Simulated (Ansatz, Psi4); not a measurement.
Here is a job for Ansatz (an electronic-structure program).
Ansatz 0.2 input:
```yaml
crystal:
  periodic: [false, false, false]
  atoms:
    - {symbol: Si, position_ang: [1.46950070, 0.67524300, -0.00431472]}
    - {symbol: C, position_ang: [0.24995850, -0.77336248, -0.14074454]}
    - {symbol: Si, position_ang: [-1.58286457, -0.32449931, 0.06814671]}
    - {symbol: H, position_ang: [2.83970087, 0.18299439, -0.18517777]}
    - {symbol: H, position_ang: [1.18101404, 1.66895244, -1.04054280]}
    - {symbol: H, position_ang: [1.35867644, 1.29737643, 1.31671504]}
    - {symbol: H, position_ang: [0.51380546, -1.52489859, 0.60468436]}
    - {symbol: H, position_ang: [0.38453397, -1.25453083, -1.11051382]}
    - {symbol: H, position_ang: [-1.98252766, 0.63279647, -0.96544211]}
    - {symbol: H, position_ang: [-1.80486526, 0.26122046, 1.39181573]}
    - {symbol: H, position_ang: [-2.40299462, -1.53414758, -0.06071914]}
basis:
  gaussian:
    orbitals: STO-3G
hamiltonian:
  xc: b3lyp
accuracy: high
```

Give the equivalent Psi4 input.

This is not unique; one that fits is 
```
memory 2 GB

molecule mol {
0 1
Si    1.469501    0.675243   -0.004315
C     0.249959   -0.773362   -0.140745
Si   -1.582865   -0.324499    0.068147
H     2.839701    0.182994   -0.185178
H     1.181014    1.668952   -1.040543
H     1.358676    1.297376    1.316715
H     0.513805   -1.524899    0.604684
H     0.384534   -1.254531   -1.110514
H    -1.982528    0.632796   -0.965442
H    -1.804865    0.261220    1.391816
H    -2.402995   -1.534148   -0.060719
}

set {
  basis sto-3g
  reference rks
  scf_type pk
  puream true
  d_convergence 1e-8
  dft_radial_points 99
  dft_spherical_points 590
}

energy('b3lyp')
print_variables()
```

Both were run: Ansatz gave -614.746128 Eh and Psi4 -614.746127 Eh, 0.001 mEh apart.
